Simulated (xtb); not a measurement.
Species: C4H6BN, SMILES `B/C(C#N)=C/C` (charge 0, multiplicity 1).

Q: Give a relaxed geometry from GFN2-xTB in xtb.

A: Several could match; the one computed here: the end point of this relaxation, one of several conformers (outside a Z-matrix the atoms follow the SMILES, hydrogens last).
Bond lengths (Å): B1–C2 1.547, B1–H7 1.168, B1–H8 1.169, C2–C3 1.417, C2–C5 1.352, C3–N4 1.148, C5–C6 1.483, C5–H9 1.083, C6–H10 1.087, C6–H11 1.091, C6–H12 1.091. Bond angles (°): C2–B1–H7 120.5, C2–B1–H8 118.6, H7–B1–H8 120.9, B1–C2–C3 118.0, B1–C2–C5 123.2, C3–C2–C5 118.8, C2–C3–N4 178.3, C2–C5–C6 125.9, C2–C5–H9 118.3, C6–C5–H9 115.7, C5–C6–H10 111.8, C5–C6–H11 109.7, C5–C6–H12 109.7, H10–C6–H11 109.3, H10–C6–H12 109.3, H11–C6–H12 106.9.
